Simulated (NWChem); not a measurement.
System: SiN₃H₇; SMILES N[SiH](N)N

```xyz
11

Si    -0.0083     0.0373     0.3250
N     -0.1299     1.6634    -0.2559
N      1.2438    -1.0496    -0.1728
N     -1.4556    -0.7118    -0.2371
H      0.2451     0.2095     1.7920
H      0.4284     2.3937     0.1699
H     -0.2904     1.8507    -1.2395
H      2.1502    -1.0134     0.2784
H      1.3283    -1.3322    -1.1430
H     -2.3353    -0.2136    -0.1742
H     -1.5781    -1.7114    -0.1281
```
Atoms are numbered in this order, from 1.

Computed with NWChem. Pople sets run with spherical d functions. All runs use the structure optimised with PBE0/def2-SVP. Level: PBE0/6-31G* with SMD (1 M gas to 1 M solution), gas-phase geometry. Reactions with the solvent are ignored.

Task: Among these, which solvent gives the highest value of “cavity-dispersion-structure term (kcal/mol)”?
(A) 1-propanol
(B) benzene
(C) 2-propanol
(D) water

Result: D, water. Values: benzene 2.0; 2-propanol 2.1; 1-propanol 2.2; water 4.6
